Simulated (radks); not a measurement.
Results of a calculation; reference values are marked as such.
Question: The mean radii <r> (bohr) of the occupied orbitals of an atom or ion are listed with their occupations. Code: a radial shooting solver on a logarithmic mesh with Libxc functionals. Model: scalar-relativistic Kohn-Sham, exchange-only r2SCAN, spin-unpolarised, spherical densities, finite nucleus; meta-GGA in the generalised Kohn-Sham scheme; Fermi nuclear charge, rms radius of each element as measured or else 0.836 A^(1/3) + 0.57 fm.

| orbital | occ. | <r> |
|---|---|---|
| 1s | 2 | 0.06356 |
| 2s | 2 | 0.2923 |
| 2p | 6 | 0.2596 |
| 3s | 2 | 0.9035 |
| 3p | 6 | 0.9683 |
| 3d | 5 | 1.431 |

Name the element and its charge.

Answer: Z = 24, chromium, charge +1: Cr+ in [Ar] 3d5. The 1s radius gives Z: for a bare nucleus <r> = (2 gamma + 1)/(2Z) with gamma = sqrt(1 - (Z/c)^2), 0.06186 bohr for Z = 24, and screening makes it slightly larger (0.06356 here). The occupations add up to 23, and the charge is Z minus that.
